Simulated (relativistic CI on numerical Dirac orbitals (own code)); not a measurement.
Pd4+ (4d6) in a crystal field

Calculated by Dirac-Coulomb-Breit CI, orbitals from a KLI potential per configuration, QED by a radiative potential, valence Slater integrals scaled by 0.65, one configuration in a parametric crystal field (own radial code).

Field parameters in Wybourne normalisation: D4h B²₀ = −7Ds, B⁴₀ = 21(Dq − Dt), B⁴₄ = 21√(5/14) Dq. The field is a parameter set, without covalency.

S is read from ⟨S²⟩ = S(S + 1).

Levels (cm⁻¹, degeneracy): 0 (1), 20598 (1), 20738 (1), 21401 (2), 22455 (1), 22540 (1), 26707 (2), 27081 (1), 27615 (1), 28621 (2), 29625 (1), 29817 (1).

Q: Which field gives this pattern?
A. D4h, 10Dq = 36850, Ds = -170, Dt = 840 cm⁻¹
B. D4h, 10Dq = 23300, Ds = 460, Dt = -140 cm⁻¹
C. D4h, 10Dq = 22000, Ds = 1140, Dt = 170 cm⁻¹
D. D4h, 10Dq = 25600, Ds = 1860, Dt = 180 cm⁻¹

A: A. D4h, 10Dq = 36850, Ds = -170, Dt = 840 cm⁻¹, ground level with S = 0.05.
